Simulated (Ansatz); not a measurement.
The pair A = CH3F (SMILES CF) (first 5 atoms), B = H4OSi (SMILES O[SiH3]); geometry from B3LYP-D3(BJ)/def2-TZVP.
(charge 0, multiplicity 1):
```xyz
11

C     -0.52594    -0.43798    -0.35759
F      0.62570     0.27791     0.00515
H     -1.39619     0.16936    -0.11413
H     -0.47573    -0.63352    -1.42743
H     -0.54006    -1.36947     0.20638
O      0.02735     0.87514     2.71247
Si     0.38360    -0.40437     3.68550
H      0.39178     0.86955     1.81839
H     -0.02690    -1.69112     3.06238
H     -0.37384    -0.20352     4.93766
H      1.83357    -0.49506     3.98915
```

Correlated levels freeze the cores. MP2 and its Hartree–Fock in aug-cc-pV(T+d)Z are density fitted.

Codes used: Ansatz (an electronic-structure program). Values without a source in brackets are computed.

The counterpoise-corrected interaction energy is E(AB) − E(A in the pair's basis) − E(B in the pair's basis). Total energies (hartree):

```tsv
level	AB	A in the pair's basis	B in the pair's basis
HF/aug-cc-pV(D+d)Z	-505.2374544	-139.0574957	-366.1759763
MP2/aug-cc-pV(D+d)Z	-505.9176684	-139.4180113	-366.4933967
HF/aug-cc-pV(T+d)Z	-505.3139277	-139.0967367	-366.2133745
MP2/aug-cc-pV(T+d)Z	-506.1474995	-139.5418842	-366.5988822
CCSD(T)/aug-cc-pV(D+d)Z	-505.9842048	-139.4478484	-366.5299652
```

Problem. Work out the counterpoise-corrected interaction energy at the basis-set limit: extrapolate the MP2 correlation part as X⁻³, take Hartree–Fock from the larger set, and add the CCSD(T) − MP2 difference of aug-cc-pV(D+d)Z.

Solution. 
1. Differences (1 hartree = 627.509 kcal/mol): HF/aug-cc-pV(D+d)Z -2.499; MP2/aug-cc-pV(D+d)Z -3.928; HF/aug-cc-pV(T+d)Z -2.395; MP2/aug-cc-pV(T+d)Z -4.225; CCSD(T)/aug-cc-pV(D+d)Z -4.011.
2. Correlation parts, MP2 less HF: -1.429 in aug-cc-pV(D+d)Z (X = 2), -1.830 in aug-cc-pV(T+d)Z (X = 3).
3. Limit (3³·(-1.830) − 2³·(-1.429))/(3³ − 2³) = -1.999; with HF/aug-cc-pV(T+d)Z it gives -4.394.
4. CCSD(T) less MP2 in aug-cc-pV(D+d)Z: -0.082.
Result: -4.48 kcal/mol, against -3.93 at MP2/aug-cc-pV(D+d)Z. It is an estimate of this method's limit, not of the exact value.
